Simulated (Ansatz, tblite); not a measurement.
Bond stretch in SMILES [Cl][W]([Cl])([Cl])([Cl])[Cl], doublet. The W1–Cl6 bond (W1 also carries Cl, Cl, Cl, Cl; Cl6 carries nothing else) is stretched with both fragments frozen at the PBE0/def2-TZVP, def2 effective core potentials past Kr optimised geometry.

Methods: GFN2-xTB, 300 K electronic temperature (tblite); UKS-PBE0 = unrestricted PBE0/def2-TZVP, def2 effective core potentials past Kr (Ansatz, a quantum-chemistry and plane-wave program).

Energies relative to the lowest point of each curve near equilibrium, in kcal/mol:

```tsv
R / Å	GFN2-xTB
1.86	35.7
2.12	1.8
2.18	0.3
2.24	0.0
2.29	0.4
2.56	9.0
2.93	27.9
3.28	45.5
3.71	62.5
4.15	72.9
4.75	78.7
6.50	81.7
```

Problem. Estimate the UKS-PBE0 values at these points.

Solution. 1.86: 55.5; 2.12: 3.7; 2.18: 0.9; 2.24: 0.0; 2.29: 0.5; 2.56: 14.0; 2.93: 41.7; 3.28: 63.8; 3.71: 78.0; 4.15: 84.0; 4.75: 86.2; 6.50: 87.2 (kcal/mol).

The unrestricted determinant behind UKS-PBE0 is spin-contaminated at 3.28 to 6.50 Å (<S²> up to 1.8, against 0.75 for a pure doublet).
